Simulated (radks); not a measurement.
The numbers below are computed, except where a source is named.
Valence configurations of Br+ (all share [Ar]). Code: a radial shooting solver on a logarithmic mesh with Libxc functionals. Model: scalar-relativistic Kohn-Sham, SCAN, spin-polarised, spherical densities, finite nucleus; open shells are filled with parallel spins first; meta-GGA in the generalised Kohn-Sham scheme; Fermi nuclear charge, rms radius 4.1629 fm. Order these by energy: 3d9.5 4s2 4p4.5; 3d9 4s1 4p6; 3d10 4s1 4p5; 3d10 4p6; 3d9 4s2 4p5; 3d10 4s2 4p4; 3d8 4s2 4p6; 3d9.5 4s0.5 4p6.

Answer. From the lowest, in eV above it: 3d10 4s2 4p4 0.000; 3d10 4s1 4p5 13.199; 3d10 4p6 28.253; 3d9.5 4s2 4p4.5 32.372; 3d9.5 4s0.5 4p6 53.896; 3d9 4s2 4p5 67.061; 3d9 4s1 4p6 81.254; 3d8 4s2 4p6 143.57. NIST lists [Ar] 3d10 4s2 4p4 as the ground configuration; this level of theory agrees among the configurations tried. The energies are those of spherical high-spin densities, not of single terms.
